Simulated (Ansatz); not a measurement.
Species: sum formula Si$_{2}$H$_{3}$Cl$_{3}$, net charge 0, singlet state. 
Geometry from a B3LYP-D3(BJ)/def2-TZVP (Ansatz, a first-principles code) optimisation:
SMILES: [SiH3][Si](Cl)(Cl)Cl
```xyz
8

Si    -2.2044     0.1564    -0.5742
Si     0.0475    -0.0034     0.0124
Cl     0.9774    -1.4810    -1.0731
Cl     0.2477    -0.4492     2.0093
Cl     1.0201     1.7710    -0.3513
H     -2.8575    -1.1389    -0.2842
H     -2.8218     1.2369     0.2256
H     -2.2920     0.4675    -2.0178
```
Charge 0, spin multiplicity 1.

Basis-set convergence of Hartree-Fock and CCSD correlation energies (hartree) with Ansatz. Correlated levels leave the core frozen unless marked. No spin-orbit coupling. No relativistic terms.

| basis | functions | E(HF) | E(corr, CCSD) |
|---|---|---|---|
| aug-cc-pV(D+d)Z | 187 | -1958.30438 | -0.71552 |
| aug-cc-pV(T+d)Z | 344 | -1958.37115 | -0.89244 |
| aug-cc-pV(Q+d)Z | 583 | -1958.38692 | -0.95397 |

Extrapolating the two largest sets (X = 3 and 4) as X^-3: E(corr) = (64·(-0.95397) - 27·(-0.89244))/37 = -0.9989 Eh, an estimate of the basis-set limit. The largest set recovers 95.5 % of it, the smallest 71.6 %.
